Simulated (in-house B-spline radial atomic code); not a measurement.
Values are calculated unless marked as measured or tabulated.
# Building a PAW d channel for Ga, r_c = 1.17 bohr

Ga, [Ar] 3d10 4s2 4p1, non-relativistic LDA (VWN5), spherical and spin-unpolarised, from an all-electron radial atomic-structure program (B-spline basis) (atomic units; all potentials screened as in the neutral atom).

Two all-electron partial waves φ1, φ2 are integrated outwards at E1 = ε(3d) = -0.736204 and E2 = E1 + 1.5 hartree; φ1 is the bound orbital and φ2 has unit norm inside r_c = 1.1729 bohr. Smooth partners are polynomials, r^3(a0 + a1 r² + a2 r⁴ + a3 r⁶), matched to φ and three derivatives at r_c, with no condition on the norm. The local potential is -17.8825 + (31.1548) r² + (-23.0595) r⁴ + (6.32276) r⁶ inside 0.9603 bohr and the all-electron one outside.

| wave | φ(r_c) | φ'(r_c) | a0 | a1 | a2 | a3 |
| --- | --- | --- | --- | --- | --- | --- |
| 1 | 0.6406407 | -0.7420581 | 4.189246 | -6.07648 | 3.2799 | -0.6299739 |
| 2 | 0.428717 | 3.28298 | -4.524337 | 8.069661 | -4.558468 | 0.8894648 |

Inside r_c the overlaps are <φi φj> = [[0.82985, -0.80712], [-0.80712, 1.00000]] and, for the smooth waves, [[0.32440, -0.13508], [-0.13508, 0.11747]]. With χj = (Ej − T − V_local) applied to smooth wave j, the program's quadrature gives the matrix B_ij = <smooth i, χj> as [[-0.83324, 1.41072], [0.40267, -0.74397]].

Problem. Check the match of the first wave, and find the augmentation charges q_ij.

Solution. At r_c the four terms are 6.75957, -13.48829, 10.01584, -2.64650, which sum to 0.6406, φ1(r_c) to rounding. q_ij is the all-electron overlap less the smooth one: [[0.50545, -0.67204], [-0.67204, 0.88253]]. The smooth first wave has a norm of 0.3244 inside r_c against 0.8299, and q11 > 0 puts back the missing charge.

Problem. B isn't symmetric. Show that D_ij = B_ij + Ej q_ij is.

Solution. Integrating by parts gives B12 − B21 = (E1 − E2) q12: 1.41072 − (0.40267) = 1.00805, and −1.5 × (-0.67204) = 1.00805. So D12 = 1.41072 + (0.763796)(-0.67204) = 0.89742 and D21 = 0.40267 + (-0.736204)(-0.67204) = 0.89742; D11 = -1.20536, D22 = -0.06989. The projectors, p = (B⁻¹)ᵀ χ, are dual to the smooth waves; det B = 0.052.

Solving (T + V_local + Σ p D p) ψ = E (1 + Σ p q p) ψ in a sphere of 9 bohr gives these levels:

```tsv
all-electron	one projector	two projectors
-0.736204	-0.736203	-0.736203
0.095151	0.096570	0.095152
0.334350	0.341503	0.334352
0.716464	0.736730	0.716465
1.235240	1.279480	1.235260
```

Problem. What does the second projector gain?

Solution. With one projector the errors are 0.00, +1.42, +7.15, +20.27, +44.24 millihartree. With two the errors are 0.00, 0.00, 0.00, 0.00, +0.02 millihartree. The scattering is exact at E1 and at E2 = 0.764, and over all levels compared the largest error is 0.02 millihartree. The lowest eigenvalue of the overlap operator is 1 with one and 0.9332 with two projectors. The smooth orbital alone needs a cutoff of 49.6 hartree for 1 millihartree of kinetic energy, against 89.2 for a norm-conserving Troullier-Martins orbital of the same radius; part of the gain comes from giving up the norm, part from the simpler form.
